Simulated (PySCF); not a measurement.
**Indirect couplings**

Bonds (- single, = double, # triple, : aromatic): F1-C2 1.328 Å, C2-F3 1.328 Å, C2-F4 1.325 Å, C2-C5 1.559 Å, C5-F6 1.344 Å, C5-F7 1.343 Å, C5-C8 1.559 Å, C8-F9 1.328 Å, C8-F10 1.325 Å, C8-F11 1.328 Å.

Couplings: B3LYP/pcJ-1 in PySCF 2.14.0 with density-fitted response routines, geometry GFN2-xTB; gas phase, one conformer, non-relativistic. Couplings are averaged over pairs made equivalent by symmetry, fast rotation or ring inversion, so a value needn't be that of the named pair in this geometry, while other rotamers aren't included; one pair stands for each set, and the list holds those of at least 0.8 Hz over up to four bonds, among pairs with at least one F atom (others weren't computed). One-bond C–F couplings come out tens of Hz too large with common functionals.

Isotopes: 19F, 13C.

```csv
pair,bonds,J (Hz)
"F1, C2",1,-360.4
"C5, F6",1,-333.6
"F1, F3",2,66.3
"F1, C5",2,39.3
"C2, F6",2,?
"F6, F7",2,267.5
"F1, F6",3,?
"F1, F9",4,7.1
```

Problem. Estimate the withheld couplings, with signs.

Solution. 
- 2J(C2,F6) = 32.3 Hz
- 3J(F1,F6) = -4.7 Hz (mean over equivalent pairs that range from -18.6 to 19.3 Hz in this conformer)
